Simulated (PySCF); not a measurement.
**Vertical excitation energies**

Compound: C₃H₁₂OSi₂.
Bonds: C1–Si2, Si2–O3, O3–Si4, Si4–C5, Si4–C6. Hydrogens: H7, H8, H9 on C1; H10, H11 on Si2; H12 on Si4; H13, H14, H15 on C5; H16, H17, H18 on C6.

Level of theory: TDDFT CAM-B3LYP/def2-SVPD, vertical, gas phase, core orbitals frozen in the response in PySCF 2.14.0, density-fitted response routines. Geometry: GFN2-xTB, one conformer, isolated molecule. Torsions of this conformer, `[CH3:1][SiH2:2][O:3][SiH:4]([CH3:5])[CH3:6]`: C1–Si2–O3–Si4 36°, Si2–O3–Si4–C5 133°.

List the vertical singlet excitations with oscillator strengths and describe the spectrum.

```json
{"state": "S1", "E (eV)": "7.64", "λ (nm)": "162.2", "ν̃ (cm⁻¹)": "61640", "f": "0.011", "|μ| (D)": "0.61", "main configurations (H = HOMO, L = LUMO)": "H→L (49%), H→L+1 (16%), H→L+2 (10%)"}
{"state": "S2", "E (eV)": "7.68", "λ (nm)": "161.4", "ν̃ (cm⁻¹)": "61970", "f": "0.010", "|μ| (D)": "0.59", "main configurations (H = HOMO, L = LUMO)": "H-1→L (41%), H-1→L+2 (15%), H-1→L+1 (14%)"}
{"state": "S3", "E (eV)": "7.98", "λ (nm)": "155.4", "ν̃ (cm⁻¹)": "64340", "f": "0.090", "|μ| (D)": "1.73", "main configurations (H = HOMO, L = LUMO)": "H→L (33%), H→L+1 (19%), H→L+2 (15%)"}
{"state": "S4", "E (eV)": "8.09", "λ (nm)": "153.3", "ν̃ (cm⁻¹)": "65250", "f": "0.028", "|μ| (D)": "0.95", "main configurations (H = HOMO, L = LUMO)": "H-1→L (35%), H-1→L+1 (21%)"}
{"state": "S5", "E (eV)": "8.20", "λ (nm)": "151.2", "ν̃ (cm⁻¹)": "66130", "f": "0.0058", "|μ| (D)": "0.43", "main configurations (H = HOMO, L = LUMO)": "H→L+1 (31%), H→L+2 (19%), H-2→L (14%)"}
{"state": "S6", "E (eV)": "8.39", "λ (nm)": "147.8", "ν̃ (cm⁻¹)": "67660", "f": "0.050", "|μ| (D)": "1.25", "main configurations (H = HOMO, L = LUMO)": "H-1→L+1 (31%), H-1→L+2 (23%), H-1→L+3 (13%)"}
{"state": "S7", "E (eV)": "8.52", "λ (nm)": "145.5", "ν̃ (cm⁻¹)": "68710", "f": "0.073", "|μ| (D)": "1.50", "main configurations (H = HOMO, L = LUMO)": "H→L+3 (24%), H-1→L+3 (15%), H→L+2 (12%)"}
{"state": "S8", "E (eV)": "8.54", "λ (nm)": "145.1", "ν̃ (cm⁻¹)": "68920", "f": "0.024", "|μ| (D)": "0.86", "main configurations (H = HOMO, L = LUMO)": "H-2→L (12%), H→L+6 (11%), H-2→L+2 (10%)"}
```

Triplets (Tamm–Dancoff): T1 7.35 eV, H-1→L (22%), H-1→L+1 (19%), H-1→L+2 (19%); T2 7.43 eV, H→L (34%), H→L+1 (19%), H→L+3 (12%); T3 7.70 eV, H→L (42%), H→L+1 (22%), H-2→L+1 (14%).

The lowest singlet lies at 7.64 eV (162 nm, vacuum ultraviolet) and is weak; its leading configuration is HOMO→LUMO (49%). The strongest level in the table is S3 at 7.98 eV (155 nm, f = 0.090). Löwdin shares by element: HOMO carbon 29% or more, oxygen 25%, silicon 11% or more (atoms not listed hold the other 34%); LUMO silicon 33%, carbon 20% or more (atoms not listed hold the other 48%). The oscillator strengths of these states sum to 0.291; summed over the whole spectrum of an exact calculation they would give the number of electrons, 66 (Thomas–Reiche–Kuhn). Orbital energies (eV): HOMO-3 -10.69, HOMO-2 -10.38, HOMO-1 -9.51, HOMO -9.39, LUMO 1.15, LUMO+1 1.50, LUMO+2 1.79. The listed states span 0.90 eV, and the widest gap between neighbours is 0.29 eV (S2 to S3). Only the lowest 8 singlets were computed, as vertical energies without vibronic structure.
